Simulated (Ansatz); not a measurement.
Reading a saddle point

A first-order saddle point of SiN2H10O, closed shell, PBE0-D4/def2-TZVP, with one imaginary mode of 503i cm⁻¹:

```xyz
14
angstrom
Si 0.5028 1.2000 -0.1456
O 0.2637 0.4683 1.5215
H 0.7374 2.6768 -0.3328
H 2.0035 0.8476 0.0576
H -1.0442 1.3146 -0.1158
H -0.5985 -1.2268 -0.3690
N 0.3731 0.0421 -1.5015
H -0.4149 -0.5551 1.2108
N -1.0078 -1.4265 0.5711
H 1.1380 0.2315 1.8544
H -0.3488 0.2524 -2.1798
H 1.2351 -0.1975 -1.9740
H -0.8355 -2.3840 0.8522
H -2.0040 -1.2434 0.5509
```

Program: Ansatz 0.2.0. Basis: def2-TZVPP and def2-QZVPP. Cores are frozen in the correlated methods. Extrapolation: Hartree–Fock as exp(−7.88 √X), correlation as X^−2.97.

(1) Which contacts change along the imaginary mode, and what lies on either side? (A judgement: the text doesn't fix the answer.)

(2) Which side is lower, and how far does the saddle lie above each? (Judge from chemistry; the value comes from the calculation.)

The T1 diagnostic stays at or below 0.011.

Results:

(1) Computed: The step is SiH₄O ([OH][SiH3]) + NH₃ + NH₃ → SiNH₅ ([NH2][SiH3]) + H₂O + NH₃, with the molecules in contact on both sides. Shortening one way: Si1–N7, O2–H8, H6–N9; lengthening the same way: Si1–O2, H6–N7, H8–N9.
| pair | one side (Å) | saddle (Å) | other side (Å) |
| --- | --- | --- | --- |
| Si1–N7 | 2.43 | 1.79 | 1.74 |
| O2–H8 | 4.37 | 1.27 | 0.98 |
| H6–N9 | 2.09 | 1.04 | 1.02 |
| Si1–O2 | 1.68 | 1.84 | 3.74 |
| H6–N7 | 1.02 | 1.96 | 2.21 |
| H8–N9 | 1.01 | 1.23 | 1.89 |

(2) By the calculation: The side with Si1–O2, H6–N7, H8–N9 short is lower by 8.55 kcal/mol; the saddle lies 29.19 kcal/mol above it and 20.64 kcal/mol above the other (CCSD(T) at an estimated basis limit (MP2 extrapolated from triple and quadruple zeta, plus CCSD(T) − MP2 in triple zeta); electronic energies).

Labels in which every atom is bracketed show which atoms are joined, not bond orders.

For scale, one of the runs: CCSD(T)/def2-TZVPP, 275 basis functions, launched by `ansatz run in.yaml --threads 8 --pin off --events-out ev --progress --plain --max-ram 19148MiB`. Hardware: 8 CPU threads of a Oxide Virtual Turin-like, shared host. Wall time 68 s; peak host memory 7.7 GiB.
